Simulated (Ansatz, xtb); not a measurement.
# Isomers of C4H9GeOP in order of energy

7 gas-phase structures of C4H9GeOP, from a drawn sample of its isomers (lower ones may exist). Each was relaxed with GFN2-xTB; where two conformers were screened, the lower at r2SCAN-D4/def2-SVP is listed:

A. `C=C(C)[C](=O)[GeH2][PH2]`, a singlet
B. `C=C1C[O][Ge@H]([PH2])[CH2]1`, a singlet
C. `[PH2][Ge@@H]1[CH]=CCC[O]1`, a singlet
D. `O=[C]([GeH2][PH2])C1CC1`, a singlet
E. `C#[C][Ge@H]([PH2])[O]CC`, a singlet
F. `[PH2][GeH2][O][C@@H]1C=CC1`, a singlet
G. `CC(=C=O)[CH2][GeH2][PH2]`, a singlet

**Question.** Which do you expect lowest at r2SCAN-D4/def2-SVP, and how would the others follow?

**Answer.** Calculated order at r2SCAN-D4/def2-SVP: C (0.0), B (2.8), A (16.0), G (17.1), D (20.7), F (32.7), E (34.6) kcal/mol.

Energies above the lowest of each column, in kcal/mol; the last columns are at B3LYP-D3(BJ)/def2-SVP geometries and were run for some of them only (a dash: not run or not comparable):

```
structure  GFN2-xTB  HF/STO-3G  r2SCAN-D4/def2-SVP  B3LYP-D3(BJ)/def2-SVP  CCSD(T)/def2-SVP + ΔMP2/def2-TZVPP
        C       0.5        0.0                 0.0                    0.0                                 0.0
        B       0.0        5.8                 2.8                    2.7                                 1.6
        A      25.0       40.4                16.0                   15.3                                20.2
        G      20.8       37.7                17.1                   16.8                                   –
        D      21.7       37.0                20.7                      –                                   –
        F      17.7       39.6                32.7                      –                                   –
        E      29.2       36.7                34.6                      –                                   –
```

CCSD(T)/def2-SVP + ΔMP2/def2-TZVPP puts C lowest of those it was run on; GFN2-xTB picks B. Flexible structures stand in one conformer each, not always the lowest. Frequencies (GFN2-xTB) were run for A, B, C alone. The ΔMP2 step shifts differences by up to 5.5 kcal/mol, which makes them less sure. ΔMP2 is the change of the MP2 energy from the smaller to the larger basis.

Over these structures GFN2-xTB departs from r2SCAN-D4/def2-SVP by 5.5 kcal/mol on average once a common shift is removed. A GFN2-xTB relaxation took about 0.23 s and the r2SCAN-D4/def2-SVP energy about 2.8 s on a shared host (Ansatz 0.2.0, xtb 6.7.1).
